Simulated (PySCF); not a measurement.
A side-by-side comparison of computed properties.

First species: C7H4BrFO.
Geometry (PBE0-D3(BJ)/def2-SVP, Å), atoms numbered from 1 in this order:
```xyz
14
C7H4BrFO angstrom
O     -3.0971    0.8522    0.5010
C     -2.3716   -0.0776    0.3741
F     -2.8504   -1.3297    0.4300
C     -0.9136   -0.0471    0.1457
C     -0.2896    1.2017    0.0400
C      1.0786    1.2855   -0.1788
C      1.8225    0.1082   -0.2898
Br     3.6765    0.2121   -0.5886
C      1.2151   -1.1439   -0.1834
C     -0.1560   -1.2180    0.0334
H     -0.8983    2.1037    0.1310
H      1.5719    2.2547   -0.2645
H      1.8144   -2.0512   -0.2708
H     -0.6452   -2.1893    0.1178
```

Second species: Indene, C₉H₈.
Z-matrix (Å and degrees, PBE0-D3(BJ)/def2-SVP geometry), rows numbered from 1:
```
C 
C   1  1.3485
C   2  1.4621  1  109.54
C   3  1.3951  2  131.46  1  -179.97
C   4  1.3954  3  118.69  2   179.98
C   5  1.3972  4  120.77  3    -0.00
C   6  1.3984  5  120.64  4    -0.00
C   7  1.3881  6  118.87  5     0.00
C   1  1.5011  2  110.66  3    -0.03
H   1  1.0911  2  125.87  3  -179.99
H   2  1.0913  1  126.03  3  -179.98
H   4  1.0928  3  120.74  2    -0.00
H   5  1.0928  4  119.69  3  -179.98
H   6  1.0926  5  119.65  4  -180.00
H   7  1.0933  6  120.27  5   179.99
H   9  1.1052  1  111.91  2  -120.61
H   9  1.1052  1  111.92  2   120.65
```

Levels: PBE0/def2-SVPD for dipole moment, HOMO energy, LUMO energy, HOMO–LUMO gap, static isotropic polarisability and electronic spatial extent ⟨r²⟩ about the centre of nuclear charge; TDDFT PBE0/def2-SVPD for lowest singlet excitation; PBE0-D3(BJ)/def2-SVP for rotational constant A and rotational constant C. Geometries: PBE0-D3(BJ)/def2-SVP. Each species is one conformer at its optimised geometry, gas phase, non-relativistic unless stated; the electronic structure was computed with PySCF and density fitting.

The conformers computed, where there is a choice (atom-mapped SMILES and torsion angles):
- `[O:1]=[C:2]([F:3])[c:4]1[cH:5][cH:6][c:7]([Br:8])[cH:9][cH:10]1`: O1–C2–C4–C5 -1°

Task: Which has the higher ⟨r²⟩?

Result: The first: 2766 bohr² against 1049 bohr², a difference of 1717 bohr².

Task: Which has the higher LUMO energy?

Result: The second: -0.75 eV against -2.29 eV, a difference of 1.54 eV.

Task: Which of the two has the higher HOMO energy, and by how much?

Result: The second: -6.34 eV against -7.76 eV, a difference of 1.42 eV.

Task: Which of the two has the higher rotational constant C, and by how much?

Result: The second: 1.124 GHz against 0.333 GHz, a difference of 0.791 GHz.

Task: Which of the two has the higher rotational constant A, and by how much?

Result: The first: 3.834 GHz against 3.788 GHz, a difference of 0.046 GHz.

Task: Which has the higher dipole moment?

Result: The first: 2.55 D against 0.75 D, a difference of 1.80 D.

Task: Which of the two has the higher S1 energy, and by how much?

Result: The first: 4.91 eV against 4.85 eV, a difference of 0.06 eV.

Task: Which of the two has the higher static isotropic polarisability, and by how much?

Result: The first: 109.0 au against 101.9 au, a difference of 7.1 au.

On the first: S1 lies 0.56 eV below the HOMO–LUMO gap; its leading configuration is HOMO−1→LUMO, weight 0.59. The polarisability is 16.15 Å³ as a volume (1 au = 0.148185 Å³), or 1.11 au for each of the 98 electrons. Relativistic effects, spin–orbit coupling among them, are left out although an element past zinc is present.

On the second: The polarisability is 15.10 Å³ as a volume (1 au = 0.148185 Å³), or 1.64 au for each of the 62 electrons. A dipole of 0.75 D is allowed in Cs, and pure rotational transitions are dipole-allowed.
